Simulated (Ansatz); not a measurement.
Consider the atomization: `FCCC(F)(F)F` → 3 C• + 4 F• + 4 H•.

Program: Ansatz. Geometries: PBE0-D4/def2-TZVP. ΔE: electronic, gas phase. CCSD(T)/CBS is the MP2 limit (def2-TZVPP, def2-QZVPP) plus CCSD(T) − MP2 in def2-TZVPP, frozen cores. This one scheme is used for every species, atoms too. For atomizations the MP2-based limit and the directly extrapolated one differ by several kJ/mol either way, and by 10 to 25 for some Ge, Se and Sn compounds, so smaller differences from it don't rank the levels. DFT in def2-TZVPP. No spin–orbit coupling; open shells (•) take unrestricted orbitals. Spin–orbit coupling would lower the free atoms: a little for C, F. Each species was taken in one conformer, which may not be the lowest.

`FCCC(F)(F)F`:

Cartesian coordinates in Å:
```
F -1.565 -1.550 -1.031
C -0.523 -1.153 -0.218
C -0.345 0.343 -0.360
C 0.777 0.874 0.488
F 0.909 2.197 0.346
F 0.575 0.632 1.793
F 1.954 0.319 0.164
H -0.769 -1.430 0.810
H 0.375 -1.692 -0.530
H -1.260 0.860 -0.064
H -0.128 0.599 -1.398
```

| level | ΔE (kcal/mol) |
| --- | --- |
| BLYP-D4 | 1060.9 |
| CAM-B3LYP-D4 | 1067.9 |
| BLYP | 1051.0 |
| r2SCANh | 1054.9 |
| r2SCAN0 | 1039.7 |
| LC-ωPBE | 1068.8 |
| CCSD(T)/def2-SVP | 1014.6 |
| MP2/def2-TZVPP | 1067.6 |

(1) What does CCSD(T)/CBS give? (An estimate is asked.)

Largest T1 diagnostic among the species: 0.011.

## Answers

(1) The calculation gave: +1059.9 kcal/mol. The listed levels differ from it by 1.0, 8.0, -8.9, -5.0, -20.2, 8.9, -45.3, 7.7 kcal/mol.

Leaving LDA and LC-ωPBE aside and taking each functional with its dispersion term where it has one, the values, not all of them listed here, spread over 88.3 kcal/mol, from BHLYP-D4 to PBE-D4. LDA lies +165.1 kcal/mol from PBE without D4, its usual overbinding. From PBE to PBE0 (25 % exact exchange), in def2-TZVPP and without D4, ΔE moves by −31.1 kcal/mol: exact exchange takes away binding that semilocal exchange gives to molecules.
